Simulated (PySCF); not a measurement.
# Electron correlation in Hg⁵⁵⁺ (mercury, charge +55)

[Ar] 3d7, high-spin 4F determinant. Computed with PySCF 2.14 in an uncontracted even-tempered set (17 s from 14 bohr⁻², ratio 2.5; 13 p from 18 bohr⁻², ratio 2.5; 7 d from 18 bohr⁻², ratio 2.5; 4 f from 71 bohr⁻², ratio 2.7; 3 g from 110 bohr⁻², ratio 2.7), with the spin-free X2C one-electron Hamiltonian (Gaussian nucleus). Frozen: [Ne]; 15 electrons correlated; the 27 highest virtual orbitals of each spin left out.

MP2 pair energies summed by pair of shells (mhartree):

| pair | energy | share (%) |
| --- | --- | --- |
| 3p-3d | -242.49 | 40.3 |
| 3d-3d | -186.39 | 31.0 |
| 3p-3p | -81.77 | 13.6 |
| 3s-3d | -44.36 | 7.4 |
| 3s-3p | -40.55 | 6.7 |
| 3s-3s | -5.55 | 0.9 |

Total MP2 correlation energy: -601.11 mhartree.

At this charge the one-electron X2C treatment keeps the bare 1/r₁₂, with no two-electron picture change or Breit term. The effect here is smaller than on the frozen 1s shell; and a scalar Hamiltonian misses the large spin-orbit splitting of the p shells, which matters for ns² → np² pairs.

Spin-orbit coupling is strong in this species, so the high-spin LS determinant is a model state.
